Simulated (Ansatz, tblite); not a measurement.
Cost and result up the ladder for (H2B-mu-NHMe)3 (C3H18B3N3) (27 atoms). Total charge 0; singlet. Geometry: r2SCAN-D4/def2-SVP.

```xyz
27

B    -0.7814    1.2016   -0.1228
H    -1.5458    1.0871   -1.0660
H    -0.8787    2.2826    0.4564
N     0.7046    1.0443   -0.6551
C     0.9636    2.0626   -1.6941
B     1.0799   -0.3896   -1.2157
H     2.2876   -0.4207   -1.4427
H     0.3952   -0.6130   -2.1979
N     0.7377   -1.4699   -0.0983
C     1.7291   -1.5291    0.9937
B    -0.7704   -1.4265    0.4082
H    -1.5053   -1.6771   -0.5302
H    -0.8962   -2.2054    1.3508
N    -1.0838    0.0415    0.9159
C    -2.4954    0.1234    1.3453
H     1.3441    1.2655    0.1142
H     2.0094    2.0065   -2.0305
H     0.7424    3.0680   -1.3058
H     0.3043    1.8581   -2.5472
H     0.7955   -2.3591   -0.6002
H     1.7076   -0.5897    1.5680
H     2.7447   -1.6498    0.5892
H     1.4936   -2.3497    1.6870
H    -0.5280    0.2150    1.7589
H    -2.7172    1.1277    1.7360
H    -2.7055   -0.6375    2.1114
H    -3.1316   -0.0666    0.4716
```

Ansatz on 2 threads of AMD EPYC 7R13 on a shared host and a share (18 GiB) of an NVIDIA H100 80GB HBM3; xTB runs through tblite on one thread. Times are rough, summed over both states, and most runs start from the orbitals of an earlier one. PBE0-D4/def2-TZVP serves as the yardstick here, not as an exact answer. The other state is a doublet.

The xTB rows come from tblite.

Run but left out: PBE-D4/def2-TZVP (charge +1 doublet: an occupied level 0.07 eV above an empty one).

Raw xTB energies of ions are shifted by several eV.

```tsv
level	functions	vertical IE (eV)	difference from PBE0-D4/def2-TZVP (eV)
GFN2-xTB	54	12.53	2.99
r2SCANh-D4/def2-TZVP	387	9.34	-0.19
GFN1-xTB	72	13.52	3.99
PBE0-D4/def2-TZVP	387	9.53	0.00
```

Estimate how long each takes.

GFN2-xTB 0.029 s; GFN1-xTB 0.052 s; PBE0-D4/def2-TZVP 20 s; r2SCANh-D4/def2-TZVP 22 s. On shared hardware such times vary by a factor of up to 3.
